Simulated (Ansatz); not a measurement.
Born–Oppenheimer molecular dynamics of BClFHO (5 atoms, charge 0, multiplicity 1). It starts from a relaxed structure.

The calculation used Ansatz 0.2.0, RKS PBE0-D4/def2-SVP.

| Property | Result |
| --- | --- |
| ensemble | NVT, Langevin thermostat |
| time step | 0.5 fs |
| steps asked | 250 |
| set temperature | 300 K |
| friction | 0.001 /fs |
| masses | H 10 u |
| seed | 59139 |

First frame:

```xyz
5
Properties=species:S:1:pos:R:3
B -0.035 -0.028 0.015
O -0.013 -0.115 1.351
H -0.888 -0.172 1.747
F 1.103 0.056 -0.640
Cl -1.544 -0.022 -0.906
```

Task: What does the run give?

Result: The run went to its last step.

```yaml
steps_done: 250
time_covered: 125 fs
mean_temperature_over_the_second_half: 203 K
spread_of_the_potential_energy_over_the_second_half: 3.2 meV per atom
mean_potential_energy_of_the_second_half_above_the_start: 13.3 meV per atom
```

The mean temperature of the second half is 32 % below the set value. A run of 0.12 ps of so small a system gives no equilibrium averages.

Task: What happens to the structure?

Result: The same pairs are bonded in the first frame and the last. Pairs count as bonded within 1.25 times the sum of covalent radii (0.12 Å more for H–H). Another seed would give other details.

Task: How do temperature and energy run in time?

Result: 
```csv
time (fs),T (K),potential energy less start (eV)
0.0,240,0.000
6.0,160,0.052
12.0,149,0.058
18.0,135,0.071
24.0,158,0.046
30.0,183,0.051
36.0,171,0.061
42.0,164,0.056
48.0,173,0.056
54.0,197,0.046
60.0,162,0.078
66.0,180,0.065
72.0,214,0.047
78.0,216,0.056
84.0,208,0.074
90.0,191,0.081
96.0,210,0.065
102.0,198,0.062
108.0,187,0.070
114.0,165,0.091
120.0,235,0.066
```

Time of the run: 3.6 min on 1 thread of Intel(R) Xeon(R) 6975P-C (Granite Rapids), with other jobs on the host, peak memory 0.14 GiB.
